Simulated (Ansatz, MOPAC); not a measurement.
System: SnBr, charge 0, multiplicity 2. SMILES: [Br][Sn]

Atoms: Sn1, Br2. Bonds: Sn1-Br2.

Bond lengths (Å) and angles (degrees) optimised at AM1 with MOPAC; PM3 with MOPAC; HF/3-21G with Ansatz (an electronic-structure program); HF/LANL2DZ with Ansatz; PBE/LANL2DZ with Ansatz; MP2/LANL2DZ with Ansatz, each started from the B3LYP-D3(BJ)/def2-TZVP structure (Ansatz) of the last column. A row stands for all coordinates that are equal there.

```csv
coordinate,AM1,PM3,HF/3-21G,HF/LANL2DZ,PBE/LANL2DZ,MP2/LANL2DZ,B3LYP-D3(BJ)/def2-TZVP
Sn1-Br2,2.124,2.403,2.626,2.645,2.642,2.651,2.546
```

Mean signed difference of all 1 bond lengths from B3LYP-D3(BJ)/def2-TZVP: AM1 -0.423 Å, PM3 -0.143 Å, HF/3-21G 0.079 Å, HF/LANL2DZ 0.098 Å, PBE/LANL2DZ 0.095 Å, MP2/LANL2DZ 0.105 Å.
